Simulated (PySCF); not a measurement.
H4STi, multiplicity 1. Atoms are numbered in the order given.

```xyz
6

Ti    -0.0018    -0.8658     0.0000
H      1.6197    -1.3502     0.0000
H     -0.7961    -1.4392     1.3725
H     -0.7961    -1.4392    -1.3725
S     -0.0785     1.3765     0.0000
H      1.2683     1.2524     0.0000
```
Charge 0, spin multiplicity 1.

Geometry optimised at ωB97X-D3(BJ)/def2-TZVP. The multiplicity is an assumed one; other spin states were not compared.

Calculation: PySCF with PBE/pcSseg-2.

GIAO shieldings, no solvent; atoms alike by connectivity are averaged. δ = σ(ref) − σ: ¹H against TMS (σ = 31.47 ppm); ³³S against H2S (σ = 705.0 ppm), references at their B3LYP-D3(BJ)/def2-TZVP geometries, non-relativistic.

| nucleus | atoms | count | δ (ppm) |
|---|---|---|---|
| ¹H | H2, H3, H4 | 3 | 10.32 |
| ¹H | H6 | 1 | 6.43 |
| ³³S | S5 | 1 | 811.5 |
